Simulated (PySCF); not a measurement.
1-methyl-2,3-dihydroborole (C5H9B), SMILES C1=CB(C)CC1.

Geometry optimised at B3LYP-D3(BJ)/def2-SVP. Other conformers were not sampled.

Two levels are set side by side: TDA-PBE/def2-SVPD (PySCF) and TDA-PBE0/def2-SVPD (PySCF). Vertical, same geometry. The lowest singlet is HOMO−1→LUMO 99 % with PBE and HOMO−1→LUMO 98 % with the other functional; states are paired by order. Differences are taken from unrounded values.

```
quantity                               TDA-PBE0
-------------------------------------  --------
lowest singlet excitation (eV)             5.53
lowest triplet excitation (TDA) (eV)       3.82
first bright state (f over 0.05) (eV)      6.25
its oscillator strength                    0.33
```

### Question
What does TDA-PBE give, and how far is it from TDA-PBE0? (The exact figures need the calculation; the answer reports its results.)

### Answer

| quantity | TDA-PBE | TDA-PBE minus TDA-PBE0 |
|---|---|---|
| lowest singlet excitation (eV) | 4.95 | -0.58 |
| lowest triplet excitation (TDA) (eV) | 3.87 | 0.05 |
| first bright state (f over 0.05) (eV) | 5.92 | -0.33 |
| its oscillator strength | 0.28 | -0.05 |

Functionals without exact exchange tend to place singlet excitations lower, as here. Differences between two approximate levels are no errors against the true value.

Rough cost on one machine, each run with all the roots and properties that it gave: TDA-PBE0 against TDA-PBE about 2 times.
